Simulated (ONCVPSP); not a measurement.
## Al: ONCV pseudisation with PBE, scalar-relativistic reference atom.

* Element: aluminium
* Generator: ONCVPSP 4.0.1
* Type: optimised norm-conserving Vanderbilt (ONCV)
* Functional: PBE
* Relativity: scalar-relativistic
* Frozen core: [He]
* Valence charge: 11
* Reference configuration: 2s2 2p6 3s1.75 3p1.25
* Partial waves: 2s+3s: rc 1.10 bohr, ncon 3, nbas 8, qcut 10.6 1/bohr, 2 projectors; 2p+3p: rc 1.00 bohr, ncon 3, nbas 7, qcut 15.3 1/bohr, 2 projectors; d scattering state at 0.2 Ha: rc 1.00 bohr, ncon 4, nbas 8, qcut 10.4 1/bohr, local
* Local potential: the d channel
* Core correction: none

All-electron outer shells of the reference configuration (PBE, scalar-relativistic, ld1.x):

| shell | level (eV) | outermost node (bohr) | outermost maximum (bohr) |
| --- | --- | --- | --- |
| 1s | -1511.63 | – | 0.08 |
| 2s | -108.64 | 0.16 | 0.50 |
| 2p | -70.11 | – | 0.43 |
| 3s | -7.97 | 0.80 | 2.09 |
| 3p | -2.88 | 0.82 | 2.61 |

Results:

```json
{
  "Cutoffs needed": "83 Ha and 95 Ha (the cutoffs (Ha) at which the residual kinetic energy of the hardest occupied pseudo-wave falls to 1 and 0.1 mHa per electron)",
  "Ghost test": "no bound ghost flagged; no localised positive-energy state flagged",
  "Largest excitation error": "+0.5 meV (all-electron minus pseudo) for 2s2 2p6 3s2 3p0, out of 4 test configurations"
}
```

Generation and tests took about 3.6 s on one core of a shared server CPU.
